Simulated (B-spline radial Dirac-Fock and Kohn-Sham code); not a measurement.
X-ray scattering factor of Ar¹³⁺

System: argon as Ar¹³⁺ in the configuration [He] 2s2 2p1.

The run's input, task.json:

```json
{"items": [{
  "Z": 18,
  "q": 13,
  "cfg": [[1, 0, 2], [2, 0, 2], [2, 1, 1]],
  "A": 40,
  "rrms": 3.4274,
  "do": ["scatter"],
  "s": [0.0, 0.07, 0.09, 0.11, 0.13, 0.15, 0.18, 0.22, 0.26, 0.31, 0.38, 0.45, 0.54, 0.65, 0.78, 0.93, 1.11, 1.34, 1.6, 1.92, 2.3, 2.76, 3.31],
  "pz": [0, 0.1, 0.2, 0.3, 0.4, 0.5, 0.6, 0.8, 1.0, 1.2, 1.4, 1.6, 1.8, 2.0, 2.5, 3.0, 4.0, 5.0, 7.0, 10.0, 15.0, 20.0, 30.0, 40.0, 60.0, 100.0],
  "hv_scatter": [1000, 2000, 8047.8, 10000, 17479.3, 30000, 200000, 1000000]
}]}
```

Run with: `python xray_run.py task.json out`

These are calculated numbers from a radial B-spline solver; the model is Dirac-Fock densities. f₀ is the Fourier transform of the spherical electron density, S the Waller-Hartree incoherent function, and s = sin θ/λ. The electron scattering factor follows from the Mott-Bethe formula f_e = 0.023934 Å⁻¹·(Z − f₀)/s².

| s (Å⁻¹) | f₀ | S | f_e (Å) |
| --- | --- | --- | --- |
| 0 | 5.000 | 0.000 | – |
| 0.07 | 4.983 | 0.028 | 63.580 |
| 0.09 | 4.973 | 0.046 | 38.494 |
| 0.11 | 4.959 | 0.068 | 25.795 |
| 0.13 | 4.943 | 0.094 | 18.491 |
| 0.15 | 4.924 | 0.125 | 13.909 |
| 0.18 | 4.892 | 0.178 | 9.683 |
| 0.22 | 4.840 | 0.262 | 6.508 |
| 0.26 | 4.778 | 0.360 | 4.681 |
| 0.31 | 4.690 | 0.499 | 3.315 |
| 0.38 | 4.546 | 0.717 | 2.230 |
| 0.45 | 4.382 | 0.956 | 1.610 |
| 0.54 | 4.149 | 1.275 | 1.137 |
| 0.65 | 3.845 | 1.662 | 0.802 |
| 0.78 | 3.477 | 2.083 | 0.571 |
| 0.93 | 3.070 | 2.490 | 0.413 |
| 1.11 | 2.636 | 2.861 | 0.298 |
| 1.34 | 2.197 | 3.186 | 0.211 |
| 1.6 | 1.850 | 3.431 | 0.151 |
| 1.92 | 1.586 | 3.651 | 0.107 |
| 2.3 | 1.401 | 3.872 | 0.075 |
| 2.76 | 1.246 | 4.110 | 0.053 |
| 3.31 | 1.079 | 4.356 | 0.037 |

f₀ starts at the number of electrons, 5, and has fallen to half at s ≈ 1.18 Å⁻¹. The sum of ⟨r²⟩ over the electrons is 0.4614 bohr². For an ion f_e diverges as s goes to zero, because of the net charge.
